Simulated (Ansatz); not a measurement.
Ideal-gas functions of FH₅Si₃ (`F[SiH]1[SiH2][SiH2]1`) at 600 K and 1 bar, from an Ansatz frequency run at PBE0-D4/def2-TZVP.

Molar mass 108.3 g/mol, point group Cs (symmetry number 1), electronic degeneracy 1, moments of inertia 111.064, 206.606, 281.456 u Å². Harmonic wavenumbers (cm⁻¹, unscaled): 120, 121, 264, 285, 334, 400, 471, 482, 558, 613, 622, 678, 774, 873, 887, 920, 2216, 2217, 2223, 2238, 2246.

Use S(trans) = R[1.5 ln M + 2.5 ln T − 1.1517]; rotational temperatures θ = 24.2544 K / I; S(rot) = R[ln(√π/σ · √(T³/θAθBθC)) + 1.5]; for each mode x = 1.438777 ν̃/T, S = R[x/(eˣ − 1) − ln(1 − e⁻ˣ)] and H = RT x/(eˣ − 1); 1 cm⁻¹ = 0.0119627 kJ/mol; R = 8.31446 J/(mol·K).

**Question.** By hand: the entropy, in J/(mol·K).

**Answer.** Translation 181.8. Rotation: θ = 0.2184, 0.1174, 0.0862 K, giving 122.4. Vibration, mode by mode: 18.70, 18.63, 12.25, 11.64, 10.38, 8.97, 7.73, 7.56, 6.49, 5.82, 5.72, 5.13, 4.27, 3.54, 3.45, 3.24, 0.26, 0.26, 0.26, 0.25, 0.24, in all 134.8. Electronic 0.0. Sum 439.0 J/(mol·K).

**Question.** By hand: H − E and G − E in kJ/mol, counted from the electronic energy.

**Answer.** Zero-point energy ½ × 19542 × 0.0119627 = 116.9; thermal vibration 42.6; translation, rotation and pV give 4 RT = 20.0. H − E = 179.5 kJ/mol, and G − E = 179.5 − 600 × 439.0/1000 = -83.9 kJ/mol.

Vibration gives 31 % of the entropy, 37.3 J/(mol·K) of it from the modes under 150 cm⁻¹: soft modes count most, and the harmonic formula is weakest for them.
